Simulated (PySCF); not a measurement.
A side-by-side comparison of computed properties.

First species: C5H13FOSi2.
SMILES: `CCO[SiH2]C/C([SiH3])=C/F`

Second species: C8H12OSi.
SMILES: `C1[C@H]([C@]1(C#CC)[SiH3])C(=O)C`

Levels: PBE0/pcSseg-1 for dipole moment, HOMO energy, LUMO energy and HOMO–LUMO gap; GFN2-xTB for rotational constant A and rotational constant C. Geometries: GFN2-xTB. Each species is one conformer at its optimised geometry, gas phase, non-relativistic unless stated. Electronic properties by PySCF.

Dipoles, sizes and rotational constants follow the conformer. The torsions of the flexible species, by atom-mapped SMILES:
- `[CH3:1][CH2:2][O:3][SiH2:4][CH2:5]/[C:6]([SiH3:7])=[CH:8]/[F:9]`: C1–C2–O3–Si4 -176°, C2–O3–Si4–C5 -178°, O3–Si4–C5–C6 59°, Si4–C5–C6–Si7 81°
- `[CH3:1][C:2]#[C:3][C@@:4]1([SiH3:5])[CH2:6][C@H:7]1[C:8]([CH3:9])=[O:10]`: C6–C7–C8–C9 -162°

| property | column X | column Y |
| --- | --- | --- |
| dipole moment | 2.28 D | 2.03 D |
| HOMO energy | -6.88 eV | -6.81 eV |
| LUMO energy | -0.12 eV | -0.49 eV |
| HOMO–LUMO gap | 6.76 eV | 6.32 eV |
| rotational constant A | 1.452 GHz | 1.076 GHz |
| rotational constant C | 0.527 GHz | 0.624 GHz |

(1) Which column belongs to which species?

(2) How does each property change from the first species to the second?

Answers

(1) Column X is the first species and column Y the second. The first has 22 atoms and 88 electrons, the second 22 and 82.

(2) dipole moment -0.25 D; HOMO energy +0.07 eV; LUMO energy -0.37 eV; HOMO–LUMO gap -0.44 eV; rotational constant A -0.376 GHz; rotational constant C +0.097 GHz.

On the first: The dipole matches unit charges of opposite sign 0.47 Å apart (1 e·Å = 4.8032 D).

On the second: In atomic units the dipole is 0.80 e·bohr (1 au = 2.5417 D). A dipole of 2.03 D is allowed in C1, and pure rotational transitions are dipole-allowed.
